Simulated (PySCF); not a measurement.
Spinor energies of Ir⁴²⁺ (iridium, charge +42)

Start: [Ar] 3d10 4s2 4p5; 4p1/2 filled at m_j = +1/2; 4p3/2 filled at m_j = -3/2, -1/2, +1/2, +3/2. Calculated with PySCF 2.14 in an uncontracted even-tempered set (16 s from 5.3 bohr⁻², ratio 2.8; 14 p from 6.9 bohr⁻², ratio 2.8; 8 d from 12 bohr⁻², ratio 2.8; 4 f from 32 bohr⁻², ratio 3): generalised Hartree-Fock with the X2C-1e Hamiltonian and a Gaussian nucleus; one run each with spin-orbit coupling (SO) screened by Boettger's factors, then bare. This is a chosen level, not necessarily the ground level.

```
spinor shell  electrons  ε, screened SO (eV)  ε, bare SO (eV)  weight of nominal j (bare SO)  rms radius, bare SO (bohr)
       1s1/2          2             -78521.6         -78520.0                          1.000                      0.0197
       2s1/2          2             -15532.3         -15531.9                          1.000                      0.0795
       2p1/2          2             -14943.2         -14981.1                          1.000                      0.0673
       2p3/2          4             -13309.4         -13297.5                          1.000                      0.0752
       3s1/2          2              -5154.6          -5154.5                          1.000                       0.201
       3p1/2          2              -4894.3          -4902.8                          1.000                       0.192
       3p3/2          4              -4519.8          -4517.0                          1.000                       0.207
       3d3/2          4              -4101.1          -4108.6                          1.000                       0.181
       4s1/2          2              -2363.6          -2363.6                          1.000                       0.423
       4p1/2          1              -2258.2          -2260.9                          1.000                       0.416
       4p3/2          4              -2136.0          -2135.1                          1.000                       0.439
```

Where does 3d5/2 lie, and what is the 3d spin-orbit splitting (bare SO)?

At -4015.9 eV, 92.667 eV above 3d3/2.

```json
{"quantity": "E (hartree)", "screened SO": "-16688.53180", "bare SO": "-16689.99219"}
{"quantity": "M_J", "screened SO": "1/2", "bare SO": "1/2"}
{"quantity": "⟨J²⟩", "screened SO": "0.751", "bare SO": "0.751"}
{"quantity": "⟨L²⟩", "screened SO": "2.078", "bare SO": "2.084"}
{"quantity": "⟨S²⟩", "screened SO": "0.826", "bare SO": "0.832"}
```

Each row is a mean over spinors that exchange with the open shell spreads, by up to 7.313 eV (3p1/2).

Breit and QED terms are absent; they matter most for the inner s and p1/2 levels.

Densities and radii are taken from the X2C orbitals without a picture-change correction, which distorts them close to the nucleus.
